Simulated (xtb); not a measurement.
xtb input (GFN2-xTB):

```bash
xtb mol.xyz --gfn 2 --sp --chrg 0 --uhf 0
```
mol.xyz:
```
3

Te     0.00129079    -0.00659819     0.60010773
Cl     1.14684211     1.38510426    -0.90516458
Cl    -1.15079041    -1.36492156    -0.93045908
```

Output:

```
           -------------------------------------------------
          |                Calculation Setup                |
           -------------------------------------------------

           -------------------------------------------------
          |                 G F N 2 - x T B                 |
           -------------------------------------------------

        Reference                      10.1021/acs.jctc.8b01176
      * Hamiltonian:
        H0-scaling (s, p, d)           1.850000    2.230000    2.230000
        zeta-weighting                 0.500000
      * Dispersion:
        s8                             2.700000
        a1                             0.520000
        a2                             5.000000
        s9                             5.000000
      * Repulsion:
        kExp                           1.500000    1.000000
        rExp                           1.000000
      * Coulomb:
        alpha                          2.000000
        third order                    shell-resolved
        anisotropic                    true
        a3                             3.000000
        a5                             4.000000
        cn-shift                       1.200000
        cn-exp                         4.000000
        max-rad                        5.000000

          ...................................................
          :                      SETUP                      :
          :.................................................:
          :  # basis functions                  30          :
          :  # atomic orbitals                  27          :
          :  # shells                            9          :
          :  # electrons                        20          :
          :  max. iterations                   250          :
          :  Hamiltonian                  GFN2-xTB          :
          :  restarted?                      false          :
          :  GBSA solvation                  false          :
          :  PC potential                    false          :
          :  electronic temp.          300.0000000     K    :
          :  accuracy                    1.0000000          :
          :  -> integral cutoff          0.2500000E+02      :
          :  -> integral neglect         0.1000000E-07      :
          :  -> SCF convergence          0.1000000E-05 Eh   :
          :  -> wf. convergence          0.1000000E-03 e    :
          :  Broyden damping             0.4000000          :
          :  net charge                          0          :
          :  unpaired electrons                  0          :
          ...................................................

 iter      E             dE          RMSdq      gap      omega  full diag
   1    -12.2041403 -0.122041E+02  0.680E+00    2.94       0.0  T
   2    -12.1605242  0.436162E-01  0.145E+01    2.71       1.0  T
   3    -12.1612109 -0.686729E-03  0.145E+01    2.71       1.0  T
   4    -12.2282253 -0.670144E-01  0.349E+00    3.01       1.0  T
   5    -12.2479499 -0.197245E-01  0.247E-01    3.00       1.0  T
   6    -12.2481042 -0.154353E-03  0.103E-01    2.99       1.0  T
   7    -12.2481074 -0.317688E-05  0.460E-02    2.99       1.3  T
   8    -12.2481007  0.663631E-05  0.665E-02    2.99       1.0  T
   9    -12.2481066 -0.586840E-05  0.387E-02    2.99       1.5  T
  10    -12.2481097 -0.311699E-05  0.261E-03    2.99      22.1  T
  11    -12.2481097  0.625854E-08  0.313E-03    2.99      18.5  T
  12    -12.2481097 -0.124496E-07  0.202E-03    2.99      28.6  T
  13    -12.2481097 -0.797315E-08  0.873E-06    2.99    6612.8  T
  14    -12.2481097  0.291323E-12  0.173E-05    2.99    3329.5  T

   *** convergence criteria satisfied after 14 iterations ***

         #    Occupation            Energy/Eh            Energy/eV
      -------------------------------------------------------------
         1        2.0000           -1.0755623             -29.2675
       ...           ...                  ...                  ...
         4        2.0000           -0.5123489             -13.9417
         5        2.0000           -0.4953308             -13.4786
         6        2.0000           -0.4763065             -12.9610
         7        2.0000           -0.4565320             -12.4229
         8        2.0000           -0.4553843             -12.3916
         9        2.0000           -0.4516118             -12.2890
        10        2.0000           -0.3903938             -10.6232 (HOMO)
        11                         -0.2803726              -7.6293 (LUMO)
        12                         -0.2746645              -7.4740
        13                         -0.0151518              -0.4123
        14                         -0.0055385              -0.1507
        15                         -0.0035854              -0.0976
       ...                                ...                  ...
        27                          0.7905579              21.5122
      -------------------------------------------------------------
                  HL-Gap            0.1100211 Eh            2.9938 eV
             Fermi-level           -0.3353832 Eh           -9.1262 eV

 SCC (total)                   0 d,  0 h,  0 min,  0.004 sec
 SCC setup                      ...        0 min,  0.000 sec (  3.222%)
 Dispersion                     ...        0 min,  0.000 sec (  0.842%)
 classical contributions        ...        0 min,  0.000 sec (  0.605%)
 integral evaluation            ...        0 min,  0.001 sec ( 16.213%)
 iterations                     ...        0 min,  0.002 sec ( 57.960%)
 molecular gradient             ...        0 min,  0.001 sec ( 18.906%)
 printout                       ...        0 min,  0.000 sec (  1.980%)

         :::::::::::::::::::::::::::::::::::::::::::::::::::::
         ::                     SUMMARY                     ::
         :::::::::::::::::::::::::::::::::::::::::::::::::::::
         :: total energy             -12.245094574755 Eh    ::
         :: gradient norm              0.009392333439 Eh/a0 ::
         :: HOMO-LUMO gap              2.993827057580 eV    ::
         ::.................................................::
         :: SCC energy               -12.248109675239 Eh    ::
         :: -> isotropic ES            0.005364115027 Eh    ::
         :: -> anisotropic ES          0.000245307680 Eh    ::
         :: -> anisotropic XC         -0.000157369204 Eh    ::
         :: -> dispersion             -0.002675173138 Eh    ::
         :: repulsion energy           0.003015100484 Eh    ::
         :: add. restraining           0.000000000000 Eh    ::
         :: total charge               0.000000000000 e     ::
         :::::::::::::::::::::::::::::::::::::::::::::::::::::

           -------------------------------------------------
          |                Property Printout                |
           -------------------------------------------------

    * Orbital Energies and Occupations

         #    Occupation            Energy/Eh            Energy/eV
      -------------------------------------------------------------
         1        2.0000           -1.0755623             -29.2675
         2        2.0000           -1.0738381             -29.2206
         3        2.0000           -0.8644466             -23.5228
         4        2.0000           -0.5123489             -13.9417
         5        2.0000           -0.4953308             -13.4786
         6        2.0000           -0.4763065             -12.9610
         7        2.0000           -0.4565320             -12.4229
         8        2.0000           -0.4553843             -12.3916
         9        2.0000           -0.4516118             -12.2890
        10        2.0000           -0.3903938             -10.6232 (HOMO)
Note: The following floating-point exceptions are signalling: IEEE_UNDERFLOW_FLAG IEEE_DENORMAL
normal termination of xtb
        11                         -0.2803726              -7.6293 (LUMO)
        12                         -0.2746645              -7.4740
        13                         -0.0151518              -0.4123
        14                         -0.0055385              -0.1507
        15                         -0.0035854              -0.0976
        16                         -0.0026128              -0.0711
        17                         -0.0014457              -0.0393
        18                         -0.0014013              -0.0381
        19                         -0.0013706              -0.0373
        20                         -0.0013669              -0.0372
        21                          0.0047629               0.1296
       ...                                ...                  ...
        27                          0.7905579              21.5122
      -------------------------------------------------------------
                  HL-Gap            0.1100211 Eh            2.9938 eV
             Fermi-level           -0.3353832 Eh           -9.1262 eV

     #   Z          covCN         q      C6AA      α(0)
     1  52 Te       1.642     0.180   407.844    37.349
     2  17 Cl       0.821    -0.090   101.870    15.440
     3  17 Cl       0.821    -0.090   101.870    15.440

 Mol. C6AA /au·bohr⁶  :       1619.733021
 Mol. C8AA /au·bohr⁸  :     110750.989439
 Mol. α(0) /au        :         68.229381

Wiberg/Mayer (AO) data.
largest (>0.10) Wiberg bond orders for each atom

 ---------------------------------------------------------------------------
     #   Z sym  total        # sym  WBO       # sym  WBO       # sym  WBO
 ---------------------------------------------------------------------------
     1  52 Te   2.514 --     3 Cl   1.257     2 Cl   1.257
     2  17 Cl   1.321 --     1 Te   1.257
     3  17 Cl   1.321 --     1 Te   1.257
 ---------------------------------------------------------------------------

Topologies differ in total number of bonds
Writing topology from bond orders to xtbtopo.mol

molecular dipole:
                 x           y           z       tot (Debye)
 q only:        0.001      -0.006       0.517
   full:        0.002      -0.008       0.713       1.812
molecular quadrupole (traceless):
                xx          xy          yy          xz          yz          zz
 q only:       -0.086      -1.525      -0.637      -0.015      -0.012       0.723
  q+dip:       -0.371      -2.111      -1.134      -0.019      -0.024       1.504
   full:       -1.170      -0.732      -1.435       0.000      -0.043       2.605

           -------------------------------------------------
          | TOTAL ENERGY              -12.245094574755 Eh   |
          | GRADIENT NORM               0.009392333439 Eh/α |
          | HOMO-LUMO GAP               2.993827057580 eV   |
           -------------------------------------------------

------------------------------------------------------------------------
------------------------------------------------------------------------
 total:
 SCF:
```
